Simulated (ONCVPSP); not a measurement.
# platinum (Pt), ONCV: configuration errors across variants

```json
{
  "Element": "platinum",
  "Generator": "ONCVPSP 4.0.1",
  "Type": "optimised norm-conserving Vanderbilt (ONCV)",
  "Functional": "PBEsol",
  "Relativity": "fully relativistic",
  "Frozen core": "[Kr] 4d10 4f14",
  "Valence charge": "18",
  "Reference configuration": "5s2 5p6 5d9 6s1",
  "Partial waves": "5s+6s: rc 1.40 bohr, ncon 3, nbas 8, qcut 6.8 1/bohr, 2 projectors; 5p: rc 1.05 bohr, ncon 4, nbas 8, qcut 8.4 1/bohr, 2 projectors, debl 2 Ha; 5d: rc 1.80 bohr, ncon 5, nbas 10, qcut 7.9 1/bohr, 2 projectors, debl 1.3 Ha",
  "Local potential": "polynomial inside 0.70 bohr (lpopt 5, dvloc0 0 Ha)",
  "Core correction": "Teter function, fcfact 4.75, rcfact 1.65"
}
```

Open shells are filled in proportion to 2j + 1.

All-electron excitation energies from the reference (eV): (1) 5s2 5p6 5d9 6s0 9.242; (2) 5s2 5p6 5d8 6s0 29.255; (3) 5s2 5p6 5d7 6s0 61.502; (4) 5s2 5p5 5d9 6s1 63.185.

1 further variants failed, have other tests or too few solved ones, and are left out.

A true bound ghost makes a file unfit for plane-wave use even where its test errors are small: the radial tests pick states by their node count and pass the ghost by.

Errors AE − PS in meV (a dash: test not solved or not reliable):

```tsv
change	(1)	(2)	(3)	(4)	bound ghosts	GHOST(+) flags above zero
base	-3.4	-1.1	-10	-25	s	p3/2, p1/2, d3/2
all radii but the core radius scaled by about 0.79 (s 1.10, p 0.82, d 1.42 bohr); local potential polynomial inside 0.54 bohr (lpopt 5, dvloc0 0 Ha)	-2.1	+0.1	-8.4	-31	s, p3/2, p1/2	p3/2, d5/2, p1/2, d3/2
all radii but the core radius scaled by about 0.91 (s 1.28, p 0.96, d 1.64 bohr); local potential polynomial inside 0.64 bohr (lpopt 5, dvloc0 0 Ha)	-3.0	-0.8	-9.9	-25	s, p3/2	d5/2, p1/2, d3/2
all radii but the core radius scaled by about 0.97 (s 1.36, p 1.02, d 1.74 bohr); local potential polynomial inside 0.68 bohr (lpopt 5, dvloc0 0 Ha)	-3.2	-1.0	-10	-25	s, p3/2	d5/2, p1/2
all radii but the core radius scaled by about 1.03 (s 1.44, p 1.08, d 1.86 bohr); local potential polynomial inside 0.72 bohr (lpopt 5, dvloc0 0 Ha)	-3.5	-1.2	-10	-25	s	p3/2, d5/2, p1/2
all radii but the core radius scaled by about 1.07 (s 1.50, p 1.12, d 1.92 bohr); local potential polynomial inside 0.74 bohr (lpopt 5, dvloc0 0 Ha)	-3.7	-1.3	-10	-26	s	p3/2, p1/2
all radii but the core radius scaled by about 1.14 (s 1.60, p 1.20, d 2.04 bohr); local potential polynomial inside 0.80 bohr (lpopt 5, dvloc0 0 Ha)	-4.2	-1.6	-10	-31	s	p3/2, p1/2
all radii but the core radius scaled by about 1.20 (s 1.68, p 1.26, d 2.16 bohr); local potential polynomial inside 0.84 bohr (lpopt 5, dvloc0 0 Ha)	-5.1	-2.2	-8.9	-39	s	p3/2, p1/2
all radii but the core radius scaled by about 1.33 (s 1.86, p 1.40, d 2.38 bohr); local potential polynomial inside 0.92 bohr (lpopt 5, dvloc0 0 Ha)	-3.9	-1.2	-2.4	–	s, d3/2	p3/2
```

(1) Give the same row for: all radii but the core radius scaled by about 1.26 (s 1.76, p 1.32, d 2.26 bohr); local potential polynomial inside 0.88 bohr (lpopt 5, dvloc0 0 Ha).

Results:

(1) -3.5, -1.2, -6.4, -47; bound ghosts: s; GHOST(+) flags above zero: p3/2, p1/2.
